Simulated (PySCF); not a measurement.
A calculated (PBE, PySCF 2.14, x2c-TZVPall, scalar relativity by spin-free X2C-1e) atom or ion has these occupied shells.

| shell | electrons | orbital energy (eV) | rms radius, mean of both spins (bohr) |
| --- | --- | --- | --- |
| 1s β | 1 | -23023.5 | 0.0374 |
| 1s α | 1 | -23023.5 | 0.0374 |
| 2s α | 1 | -3357.2 | 0.154 |
| 2s β | 1 | -3356.7 | 0.154 |
| 2p α | 3 | -3012.4 | 0.136 |
| 2p β | 3 | -3012.0 | 0.136 |
| 3s α | 1 | -617.28 | 0.418 |
| 3s β | 1 | -617.03 | 0.418 |
| 3p α | 3 | -503.81 | 0.421 |
| 3p β | 3 | -503.53 | 0.421 |
| 3d α | 5 | -321.79 | 0.405 |
| 3d β | 5 | -321.35 | 0.405 |
| 4s α | 1 | -104.22 | 1.04 |
| 4s β | 1 | -101.98 | 1.04 |
| 4p α | 3 | -72.175 | 1.15 |
| 4p β | 3 | -69.805 | 1.15 |
| 4d α | 5 | -26.688 | 1.58 |
| 4d β | 2 | -24.875 | 1.58 |

Question: Name the element and its charge.

Answer: Rh²⁺ (rhodium, charge +2), in [Kr] 4d7, high-spin 4F determinant.
